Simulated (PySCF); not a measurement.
Ionisation energy along the 4-electron series

Calculated with PySCF 2.14 and a two-component X2C-1e Hamiltonian (Gaussian nucleus, no Breit or QED terms), each ion in its own even-tempered basis scaled to its charge; GMP2 freezes nothing and drops the highest virtual spinors. Values in eV. NIST values: (m) measured, (s) semi-empirical, (t) theoretical.

```tsv
ion	configuration	GMP2 (spin-free)	GHF (screened spin-orbit)	GMP2 (screened spin-orbit)	NIST
Sm⁵⁸⁺	[He] 2s2	13012.3	13007.0	13013.5	12992 ± 6 (t)
Eu⁵⁹⁺	[He] 2s2	13483.6	13478.3	13484.7	13462 ± 7 (t)
Gd⁶⁰⁺	[He] 2s2	13965.0	13959.8	13966.2	13943 ± 10 (t)
```

Between Z = 62 and Z = 64 the GMP2 (screened spin-orbit) value grows as Z to the power 2.23.
